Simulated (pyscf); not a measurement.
PySCF, gas phase, ωB97X-D3(BJ)/def2-SVP geometries. Correlated levels are frozen-core, on RHF or UHF. ΔMP2 is the change of the MP2 total energy from the triple- to the quadruple-zeta basis.

Task: For the elementary gas-phase step cyclic C₄H₇+ (SMILES C[C+]1CC1) → cyclic C₄H₇+ (SMILES [CH2+]C1CC1) (singlet surface; C–H broken, C–H formed), what barrier and reaction energy does CCSD(T)/def2-TZVPP + ΔMP2(QZVPP) give, measured from the reactant's lowest minimum found?

Result: ΔE‡ = 14.7 kcal/mol, ΔE = -18.2 kcal/mol. Zero-point energy shifts the barrier by +0.5 kcal/mol. It is a hydrogen shift, with an imaginary mode of 686i cm⁻¹. cyclic C₄H₇+ (SMILES C[C+]1CC1) lies 24.1 kcal/mol over its isomer H₂C⁺–CH=CH–CH₃, and others may lie lower still (electronic energy, ωB97M-D3(BJ)). cyclic C₄H₇+ (SMILES [CH2+]C1CC1) lies 10.3 kcal/mol over its isomer H₂C⁺–CH=CH–CH₃, and others may lie lower still (electronic energy, ωB97M-D3(BJ)). One saddle was located; it need not be the lowest between these sides. The CCSD(T) − MP2 part came from Ansatz, without density fitting, on the same reference.
